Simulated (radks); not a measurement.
Values are calculated unless marked as measured or tabulated.
Q: The mean radii <r> (bohr) of the occupied orbitals of an atom or ion are listed with their occupations. Level of theory: Dirac Kohn-Sham, LDA (Slater exchange, Perdew-Wang correlation), spin-unpolarised, spherical densities, finite nucleus; Fermi nuclear charge, rms radius of each element as measured or else 0.836 A^(1/3) + 0.57 fm (a radial shooting solver on a logarithmic mesh with Libxc functionals).

orbital     occ.      <r>
1s1/2          2  0.03520
2s1/2          2   0.1536
2p1/2          2   0.1308
2p3/2          4   0.1354
3s1/2          2   0.4293
3p1/2          2   0.4236
3p3/2          4   0.4342
3d3/2          4   0.4129
3d5/2          6   0.4164
4s1/2          2    1.082
4p1/2    1.66667    1.168
4p3/2    3.33333    1.194
4d3/2        1.2    1.493
4d5/2        1.8    1.502

Name the element and its charge. Open shells, if any, are shared by 2j + 1.

A: Z = 42, molybdenum, charge +4: Mo4+ in [Ar] 3d10 4s2 4p5 4d3. The 1s radius gives Z: for a bare nucleus <r> = (2 gamma + 1)/(2Z) with gamma = sqrt(1 - (Z/c)^2), 0.03457 bohr for Z = 42, and screening makes it slightly larger (0.03520 here). The occupations add up to 38, and the charge is Z minus that.
